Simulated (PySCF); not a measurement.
# Molecular orbitals of SbCl

UHF at R = 2.392 Å; basis Sb def2-SVPD with ECP28, Cl def2-SVPD; scalar-relativistic core potentials; PySCF 2.14. State: ³Σ⁻ (triplet), unpaired electrons π ↑↑. Only the outer orbitals are listed, counted within each symmetry, core potentials removing the inner ones.

```json
{"spin": "α", "orbital": "7σ", "occ.": "1", "ε (eV)": "-29.07", "on Sb (%)": "4", "main shells (%)": "95 Cl s"}
{"spin": "α", "orbital": "8σ", "occ.": "1", "ε (eV)": "-20.10", "on Sb (%)": "81", "main shells (%)": "80 Sb s, 12 Cl p"}
{"spin": "α", "orbital": "4π", "occ.": "1", "ε (eV)": "-12.91", "on Sb (%)": "13", "main shells (%)": "87 Cl p, 12 Sb p"}
{"spin": "α", "orbital": "4π", "occ.": "1", "ε (eV)": "-12.91", "on Sb (%)": "13", "main shells (%)": "87 Cl p, 12 Sb p"}
{"spin": "α", "orbital": "9σ", "occ.": "1", "ε (eV)": "-12.76", "on Sb (%)": "34", "main shells (%)": "66 Cl p, 21 Sb p, 11 Sb s"}
{"spin": "α", "orbital": "5π", "occ.": "1", "ε (eV)": "-9.21", "on Sb (%)": "89", "main shells (%)": "88 Sb p, 12 Cl p"}
{"spin": "α", "orbital": "5π", "occ.": "1", "ε (eV)": "-9.21", "on Sb (%)": "89", "main shells (%)": "88 Sb p, 12 Cl p"}
{"spin": "α", "orbital": "10σ", "occ.": "0", "ε (eV)": "0.85", "on Sb (%)": "68", "main shells (%)": "38 Sb p, 20 Cl s, 16 Sb s"}
{"spin": "β", "orbital": "7σ", "occ.": "1", "ε (eV)": "-28.83", "on Sb (%)": "2", "main shells (%)": "97 Cl s"}
{"spin": "β", "orbital": "8σ", "occ.": "1", "ε (eV)": "-16.78", "on Sb (%)": "61", "main shells (%)": "60 Sb s, 34 Cl p"}
{"spin": "β", "orbital": "4π", "occ.": "1", "ε (eV)": "-12.30", "on Sb (%)": "2", "main shells (%)": "97 Cl p"}
{"spin": "β", "orbital": "4π", "occ.": "1", "ε (eV)": "-12.30", "on Sb (%)": "2", "main shells (%)": "97 Cl p"}
{"spin": "β", "orbital": "9σ", "occ.": "1", "ε (eV)": "-11.94", "on Sb (%)": "52", "main shells (%)": "50 Cl p, 33 Sb s, 19 Sb p"}
{"spin": "β", "orbital": "5π", "occ.": "0", "ε (eV)": "0.39", "on Sb (%)": "91", "main shells (%)": "88 Sb p"}
{"spin": "β", "orbital": "5π", "occ.": "0", "ε (eV)": "0.39", "on Sb (%)": "91", "main shells (%)": "88 Sb p"}
{"spin": "β", "orbital": "10σ", "occ.": "0", "ε (eV)": "1.48", "on Sb (%)": "63", "main shells (%)": "29 Cl s, 26 Sb s, 19 Sb p"}
```

Q: Which are the highest filled and the lowest empty level, where do they sit, and how wide is the gap?

A: Highest filled α 5π at -9.21 eV (in %: 88 Sb p, 12 Cl p); lowest empty β 5π at 0.39 eV (in %: 88 Sb p); the gap at UHF is 9.60 eV. Both belong to one degenerate shell, split only by its one-sided filling, so this is no excitation gap. An empty level above zero is unbound, and its energy depends on the basis.

```json
{
 "bond order (Mayer)": "0.65",
 "⟨S²⟩": "2.017",
 "charge on Sb (Mulliken, basis-dependent)": "0.61",
 "charge on Sb (Löwdin, basis-dependent)": "0.48",
 "dipole moment (positive dipole means Sb(−)Cl(+))": "-2.87 D",
 "polarisability along the bond": "69.5 bohr³",
 "polarisability across the bond": "46.6 bohr³"
}
```

Spin–orbit coupling is left out. The state was picked by a PBE0 search and need not be the measured ground state.
